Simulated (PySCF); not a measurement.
# Exercise with solution: oscillator strength and radiative lifetime

FH5N2Sn, SMILES [F][SnH]([NH2])[NH2].

Coordinates come from a B3LYP-D3(BJ)/def2-SVP optimisation. The def2 effective core potentials stand for the cores of Sn; spin–orbit coupling is left out. The values are those of a single conformer.

TDA-PBE/def2-SVPD in PySCF 2.14.0 puts the first singlet state with f over 0.02 at 4.97 eV (vertical), with the transition dipole (-0.515, -0.119, 0.060) in atomic units.

### Question
Find the oscillator strength, the wavelength and the radiative lifetime that this transition would have in vacuum if emission retraced absorption.

### Answer

|μ|² = 0.2830 au, so |μ| = 1.35 D. ΔE = 4.97/27.211 = 0.1826 hartree. f = (2/3) ΔE |μ|² = 0.034 (the program prints 0.034).
λ = 1239.84/4.97 = 249 nm; ν = 40086 cm⁻¹.
Einstein's coefficient A = 0.6670 ν² f s⁻¹ (ν in cm⁻¹) = 3.7e7 s⁻¹, so τ = 1/A = 27 ns. This state is S1. The figure is the radiative limit of this one transition; relaxation, internal conversion, crossing to triplets and a medium change what is measured.
